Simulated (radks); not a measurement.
Species: As V. Configuration: [Ar] 3d10 4s1.

Method: Dirac Kohn-Sham, BLYP, spin-unpolarised, spherical densities, finite nucleus; Fermi nuclear charge, rms radius 4.0968 fm; computed with a radial shooting solver on a logarithmic mesh with Libxc functionals.

Energy parts (hartree):
part                       energy
total                 -2257.45104
kinetic                2308.54813
electron-nucleus      -5394.95662
Hartree                 911.77488
exchange-correlation    -82.81743

Orbitals (lengths in bohr, moments of r in powers of bohr; <r^-3> diverges for s and p1/2):
orbital  occ.  eigenvalue (hartree)      <r>  <r^-3>       <r^4>  small-component weight
1s1/2       2             -432.5469  0.04549       -  0.00001998                1.43e-02
2s1/2       2             -56.48343   0.2025       -    0.004067                2.78e-03
2p1/2       2             -50.67694   0.1746       -    0.002834                2.78e-03
2p3/2       4             -49.33160   0.1783    1065    0.003038                2.72e-03
3s1/2       2              -8.82694   0.5977       -      0.2717                6.50e-04
3p1/2       2              -6.87460   0.6088       -      0.3252                6.00e-04
3p3/2       4              -6.68910   0.6193   148.1      0.3479                5.84e-04
3d3/2       4              -3.34179   0.6647   17.56      0.6795                4.62e-04
3d5/2       6              -3.31453   0.6691   17.04      0.6968                4.58e-04
4s1/2       1              -2.10331    1.677       -       15.04                1.14e-04

The highest occupied level is 4s1/2 at -57.234 eV. For comparison, the ionisation energy in NIST's Atomic Spectra Database is 62.8 eV (measured). In exact Kohn-Sham theory the highest level is minus the ionisation energy, but local and semilocal functionals leave it too shallow, through self-interaction and a potential that decays too fast; potentials with the right tail come closer. The density falls to 0.001 e/bohr^3 at r = 2.84 bohr. The electron density at the nucleus is 3.556e+04 e/bohr^3. Summed over all electrons, <r^2> = 12.58 bohr^2, which gives a Langevin (diamagnetic) susceptibility term of -9.96 x 10^-6 cm^3/mol.

Beside tabulated values, note that spin-unpolarised runs miss the spin-polarisation part of the exchange energy of open shells.
